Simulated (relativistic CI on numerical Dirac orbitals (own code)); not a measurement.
Slater and spin-orbit integrals, Te⁴⁸⁺

Method of calculation: Dirac-Coulomb-Breit CI, orbitals from a KLI potential per configuration, QED by a radiative potential, unscaled Slater integrals (own radial code, finite nucleus).

Slater integrals F^k, G^k are unscaled and averaged over j, outside the closed core 1s2; ζ comes from projecting the Hamiltonian with its Breit term on Σ l·s of the shell.

- 2s 2p: G^1(2s,2p) = 1.0277e+06, ζ(2p) = 1.6717e+06 cm⁻¹; <r>(2s) = 0.1126, <r^2>(2s) = 0.01493, <r>(2p) = 0.09715, <r^2>(2p) = 0.01141 (bohr units).
- 2p2: F^2(2p,2p) = 978540, ζ(2p) = 1.6647e+06 cm⁻¹; <r>(2p) = 0.09727, <r^2>(2p) = 0.01144 (bohr units).
- 2p 3s: ζ(2p) = 1.6923e+06, G^1(2p,3s) = 105950 cm⁻¹; <r>(2p) = 0.09682, <r^2>(2p) = 0.01134, <r>(3s) = 0.2598, <r^2>(3s) = 0.07693 (bohr units).

Averages of the first 10 configurations, taken without configuration mixing, which lowers the lowest level and can move excited configurations by several eV; other configurations of the list can lie among them:

```tsv
Configuration	Parity	States	Average energy above the lowest level (eV)
2s2	even	1	9.9
2s 2p	odd	12	326.9
2p2	even	15	686.2
2p 3s	odd	12	5318.9
2p 3p	even	36	5419.4
2s 3s	even	4	4987.7
2s 3p	odd	12	5091.7
2s 3d	even	20	5163.9
2s 4s	even	4	6696.4
2s 4p	odd	12	6739.3
```
